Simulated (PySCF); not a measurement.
## Stretching KH

Set-up: PySCF, no relativity, basis sets K def2-TZVP, H def2-TZVP. Energies in eV from K + H in their ground configurations at the same level. State: ¹Σ⁺ (singlet), closed shell.

| R (Å) | BP86 |
| --- | --- |
| 1.948 | -1.659 |
| 2.038 | -1.781 |
| 2.129 | -1.852 |
| 2.197 | -1.879 |
| 2.265 | -1.888 |
| 2.333 | -1.881 |
| 2.424 | -1.854 |
| 2.537 | -1.796 |
| 2.673 | -1.704 |
| 2.854 | -1.557 |

**Question.** Put a parabola through the three lowest points of the BP86 curve and estimate Re, k and ωe (reduced mass 0.9824 u; 1 eV/Å² = 0.16022 mdyn/Å; ωe = 1302.8·√(k/μ) cm⁻¹).

**Answer.** Through R = 2.197, 2.265, 2.333 Å the second-order coefficient is 1.73 eV/Å², so Re ≈ 2.269 Å, k ≈ 0.554 mdyn/Å and ωe ≈ 979 cm⁻¹. A polynomial fit of higher order to the unrounded BP86 energies gives Re = 2.267 Å, k = 0.521 mdyn/Å, ωe = 949 cm⁻¹; anharmonicity and rounding make the difference.

The higher-order fit for each curve: BP86: Re = 2.267 Å, ωe = 949 cm⁻¹, De = 1.89 eV.
